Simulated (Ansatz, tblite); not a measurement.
Removing and adding an electron: the cluster Ag₂Cl. Charge 0, multiplicity 2. Geometry: PBE-D4/def2-TZVP. Ansatz, gas phase; energy differences of separate SCF runs; the oxidised species is a singlet (the triplet lies 2.95 eV higher at PBE0-D4/def2-TZVP); the reduced species is a singlet (the triplet lies 0.30 eV higher at PBE0-D4/def2-TZVPD).

```
atom    x (Å)    y (Å)    z (Å)
 Ag1  -0.3758   0.0330   1.4830
 Ag2  -0.8423   0.5825  -1.1373
 Cl3   1.2181  -0.6156  -0.3457
```

In the def2 sets Ag takes a core potential; there is no spin–orbit coupling. The xTB rows come from tblite. The structure comes from a short search, and lower isomers may exist.

| level | −HOMO (eV) | vertical IE (eV) | −LUMO (eV) | vertical EA (eV) | HOMO–LUMO gap (eV) | IE − EA (eV) | remarks |
| --- | --- | --- | --- | --- | --- | --- | --- |
| GFN1-xTB | – | 12.43 | – | 5.43 | – | 7.01 | – |
| GFN2-xTB | – | 11.73 | – | 6.55 | – | 5.18 | – |
| PBE-D4/def2-TZVP | 4.58 | 7.16 | 4.08 | – | 0.50 | – | – |
| PBE-D4/def2-TZVPD | 4.61 | – | 4.11 | 1.81 | 0.50 | – | HOMO above zero (-1 singlet), restricted singlet, untested (-1 singlet) |
| r2SCAN-D4/def2-TZVP | 4.70 | 7.09 | 3.77 | – | 0.93 | – | – |
| r2SCAN-D4/def2-TZVPD | 4.72 | – | 3.79 | 1.67 | 0.93 | – | HOMO above zero (-1 singlet), restricted singlet, untested (-1 singlet) |
| PBE0-D4/def2-TZVP | 5.11 | 6.95 | 3.10 | – | 2.01 | – | – |
| PBE0-D4/def2-TZVPD | 5.13 | – | 3.12 | 1.57 | 2.01 | – | restricted singlet, untested (-1 singlet) |

Relaxing the oxidised species (PBE-D4/def2-TZVP) changes its energy by -0.38 eV at PBE-D4/def2-TZVP, so the adiabatic ionisation energy to this nearest minimum is 6.78 eV. At PBE0-D4/def2-TZVP it is 6.41 eV.     A HOMO above zero means that the electron is unbound at that level or that self-interaction error raises the level; the energy of removing that electron tells which. HOMO and LUMO are the levels of the spin that leaves or enters (xTB has no such levels and no spin-polarisation term). Other spin states of the ions may lie lower, which would lower the ionisation energy or raise the affinity. Raw xTB energy differences between charge states are shifted by several eV; the methods need an empirical correction for them.
